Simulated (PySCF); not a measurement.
C₆H₅, SMILES c1cccc[c]1 (connectivity only; charge and spin as stated), charge +1, multiplicity 1. Atoms are numbered in the order given.

```xyz
11

C      0.0000     0.0000     1.1976
C      0.0000     1.2745     0.8205
C      0.0000     1.2165    -0.6146
C      0.0000     0.0000    -1.3008
C      0.0000    -1.2165    -0.6146
C      0.0000    -1.2745     0.8205
H      0.0000     2.2006     1.3989
H      0.0000     2.1837    -1.1288
H      0.0000     0.0000    -2.3924
H      0.0000    -2.1837    -1.1288
H      0.0000    -2.2006     1.3989
```
Charge +1, spin multiplicity 1.

Geometry optimised at B3LYP-D3(BJ)/def2-SVP. The spin state was assumed, not searched. The isomer is the one that the SMILES or the coordinates give; other isomers of the formula were not compared.

Two levels are set side by side: PBE/pcSseg-1 (PySCF) and HF/pcSseg-1 (PySCF). GIAO shifts against TMS (¹H), TMS (¹³C) at the same level; non-relativistic, no solvent, atoms listed together averaged. Differences are taken from unrounded values.

```
quantity                   HF    PBE  PBE minus HF
----------------------  -----  -----  ------------
δ(¹³C) of C1 (ppm)      374.4  316.8         -57.6
δ(¹³C) of C2, C6 (ppm)  100.4  104.6           4.2
δ(¹³C) of C3, C5 (ppm)  150.4  168.3          17.9
δ(¹³C) of C4 (ppm)      142.9  141.6          -1.3
δ(¹H) of H7, H11 (ppm)   9.33   8.34         -0.99
δ(¹H) of H8, H10 (ppm)   8.79   8.77         -0.03
δ(¹H) of H9 (ppm)        8.83   8.44         -0.39
```

Rough cost on one machine, each run with all the roots and properties that it gave: HF against PBE within a factor of 2.
